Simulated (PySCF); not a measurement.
**Dipole response of Ni³⁺ (nickel, charge +3)**

[Ar] 3d7, high-spin 4F determinant. Computed with PySCF 2.14 in aug-cc-pVTZ with one added diffuse shell each of s, p, d, f, g type (9s8p6d4f3g, 118 functions), with no relativity, point nucleus. Coupled (time-dependent) response in atomic units; α is the mean over directions.

```tsv
method	mean α (bohr³)	C₆ (like pair)	S(−4)
M06	1.669	3.931	0.9248
```

S(−4) is the Cauchy moment in α(ω) = α(0) + S(−4) ω² + …

α(iu) at M06:

```json
{"u (hartree)": "0", "α(iu) (bohr³)": "1.669"}
{"u (hartree)": "0.0500", "α(iu) (bohr³)": "1.667"}
{"u (hartree)": "0.100", "α(iu) (bohr³)": "1.660"}
{"u (hartree)": "0.200", "α(iu) (bohr³)": "1.634"}
{"u (hartree)": "0.300", "α(iu) (bohr³)": "1.593"}
{"u (hartree)": "0.500", "α(iu) (bohr³)": "1.486"}
{"u (hartree)": "0.750", "α(iu) (bohr³)": "1.335"}
{"u (hartree)": "1.00", "α(iu) (bohr³)": "1.192"}
{"u (hartree)": "1.50", "α(iu) (bohr³)": "0.9562"}
{"u (hartree)": "2.00", "α(iu) (bohr³)": "0.7783"}
{"u (hartree)": "3.00", "α(iu) (bohr³)": "0.5395"}
{"u (hartree)": "5.00", "α(iu) (bohr³)": "0.2989"}
```

A single London oscillator, α(iu) = α/(1 + u²/ω²), gives C₆ = (3/4) ω α². Matching the computed C₆ needs ω = 4 × 3.931 / (3 × 1.669²) = 1.88 hartree.

For an ion, C₆ is the dispersion term alone; charge-induced terms of lower order in 1/R come first.
